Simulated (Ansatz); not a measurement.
The cluster FePt₂, relaxed as a singlet with RKS PBE0-D4/def2-TZVP in Ansatz, starting from the GFN1-xTB geometry. Force threshold 0.02 eV/Å.

In the def2 sets Pt takes a core potential; there is no spin–orbit coupling. The restricted singlet is unstable towards broken spin symmetry in Hartree–Fock (as tested in another run); at PBE0-D4/def2-TZVP this wasn't settled. The relaxation made no stability test and no search for a lower SCF solution. No other spin state of charge 0 was run. Another isomer (quintet) lies 3.03 eV lower at PBE0-D4/def2-TZVP; other spin states weren't run for this one.

Start:

```
atom   x (Å)   y (Å)   z (Å)
 Fe1  -0.001  -0.001   0.000
 Pt2  -0.816   1.301   1.455
 Pt3   0.817  -1.300  -1.455
```

```
         step  energy (eV)  largest force component (eV/Å)  SCF passes
            1  -40871.2939                           0.818         122
            2  -40871.3284                           0.017          39
            3  -40871.3284                           0.002          42
            4  -40871.3284                           0.003          42
            5  -40871.3284                           0.003          42
            6  -40871.3284                           0.007          41
            7  -40871.3285                           0.013          41
            8  -40871.3290                           0.027          43
            9  -40871.3413                           0.108         124
           10  -40871.3634                           0.341          86
           11  -40871.3802                           0.144          73
           12  -40871.5021                           0.796          96
           13  -40871.6509                           0.277          57
           14  -40871.7802                           0.387          57
           15  -40872.2362                           1.866         131
           16  -40872.9196                           1.228          60
17 (rejected)  -40872.8555                           3.067          59
           18  -40873.0811                           0.233          49
           19  -40873.0854                           0.038          48
           20  -40873.0855                           0.002          50
```

Force components are those of the run's own axes.

End:

```xyz
3

Fe   -1.157   -0.538   -0.193
Pt    0.103    1.044    0.960
Pt    1.054   -0.506   -0.768
```

Bonds formed: Pt2–Pt3 (atoms count from 1). The end is the same structure that another start reached, the lowest one found.

The force fell under the threshold at step 2, but the optimiser went on and released 1.757 eV more. No frequencies were taken in this run, so the end may be a saddle point.

It took 61 s on 4 threads of Arm Neoverse V1 on a shared host.
